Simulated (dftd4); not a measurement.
C7H9O (SMILES C[OH+]c1ccccc1), charge +1, singlet, at a GFN2-xTB geometry; D4 for b97d in dftd4 4.2.0.

The dftd4 input:
```
$ dftd4 mol.xyz --func b97d --charge 1 --json dftd4.json --noedisp --property

# file mol.xyz
17

C      2.68581111     0.47233117    -0.23426577
O      1.70989725     0.21900805     0.81386579
C      0.34471567     0.03250646     0.32907195
C      0.01222459    -1.19816702    -0.20327298
C     -1.28799653    -1.38978475    -0.64407141
C     -2.21537241    -0.36423910    -0.54765958
C     -1.85671093     0.86026071    -0.00676033
C     -0.56031393     1.07014763     0.43843242
H      3.66463036     0.55667222     0.23538758
H      2.67916004    -0.38406176    -0.90637054
H      2.44929023     1.37869168    -0.79224115
H      1.70573102     0.97635760     1.43676038
H      0.74141377    -1.99032729    -0.25934878
H     -1.57168239    -2.34338551    -1.05898733
H     -3.22491764    -0.52078929    -0.89251364
H     -2.58071358     1.65504338     0.07210182
H     -0.27623520     2.02140386     0.86543975
```

Question: Write the output that dftd4 gives for this input, abridged.

Answer: 
```
                    ____  _____ _____     ____  _  _
      -------------|  _ \|  ___|_   _|---|  _ \| || |------------
     |             | | | | |_    | | ___ | | | | || |_           |
     |             | |_| |  _|   | ||___|| |_| |__   _|          |
     |             |____/|_|     |_|     |____/   |_|            |
     |             ===================================           |
     |            E. Caldeweyher, S. Ehlert & S. Grimme          |
     |          Mulliken Center for Theoretical Chemistry        |
     |                    University of Bonn                     |
      -----------------------------------------------------------

Rational (Becke-Johnson) damping: b97d-D4-ATM
---------------------
  s6         1.0000
  s8         1.6946
  s9         1.0000
  a1         0.2890
  a2         4.1341
 alp        16.0000
--------------------

Atomic data, radii in Ångström:
------------------------------------------------------
   Z          R(cov)      r4/r2   hardness         EN
------------------------------------------------------
   6 C        1.0000     1.6431     0.4220     2.5500
   8 O        0.8400     1.3725     0.5869     3.4400
   1 H        0.4267     1.0622     0.4726     2.2000
------------------------------------------------------

Atomic reference systems (in atomic units):
----------------------------------------------------------------------------
   Z        #      CN     q+Z       C6(AA)   #      CN     q+Z       C6(AA)
----------------------------------------------------------------------------
   6 C      1  0.0000  6.0000      49.3833   2  0.9189  5.8288      52.1688
            3  1.9079  5.8579      35.6972   4  2.8312  5.7775      35.8445
            5  3.7487  5.7435      28.6317   6  2.9183  5.8956      32.2504
            7  0.8556  6.2103      25.6194
   8 O      1  0.0000  8.0000      15.5711   2  0.8042  7.6453      20.8489
            3  1.6112  7.4012      24.8631   4  0.9798  8.0000      14.9880
   1 H      1  0.0000  1.0000       7.6362   2  0.8942  1.0000       3.0374
----------------------------------------------------------------------------

Atomic properties (in atomic units):
----------------------------------------------------------------------------
     #    Z              CN          q      C6(AA)        C8(AA)   alpha(0)
----------------------------------------------------------------------------
     1    6 C        3.6269    -0.0832     25.1233      726.6107     7.2966
     2    8 O        2.4910    -0.3387     19.4812      393.1407     5.9742
     3    6 C        2.8586     0.0822     27.5988      798.2040     8.5835
     4    6 C        2.9144    -0.0375     30.4914      881.8654     9.0263
     5    6 C        2.9249    -0.0469     30.7344      888.8925     9.0629
     6    6 C        2.9186    -0.0416     30.5974      884.9297     9.0422
     7    6 C        2.9243    -0.0456     30.7004      887.9095     9.0578
     8    6 C        2.9143    -0.0515     30.8553      892.3897     9.0800
     9    1 H        0.9247     0.1659      1.2889       15.5805     1.7754
    10    1 H        0.9247     0.1569      1.3462       16.2739     1.8145
    11    1 H        0.9245     0.1502      1.3901       16.8035     1.8438
    12    1 H        0.8028     0.2508      0.8904       10.7635     1.4824
    13    1 H        0.9258     0.1669      1.2831       15.5102     1.7713
    14    1 H        0.9258     0.1709      1.2586       15.2149     1.7544
    15    1 H        0.9258     0.1723      1.2506       15.1172     1.7488
    16    1 H        0.9258     0.1710      1.2583       15.2105     1.7541
    17    1 H        0.9256     0.1579      1.3394       16.1915     1.8098
----------------------------------------------------------------------------

Molecular properties (in atomic units):
----------------------------------------
 molecular C6                2741.9744
 molecular C8               66884.2837
----------------------------------------

Dispersion energy:      -5.6268458658626E-02 Eh

[Info] JSON dump of results written to 'dftd4.json'
```
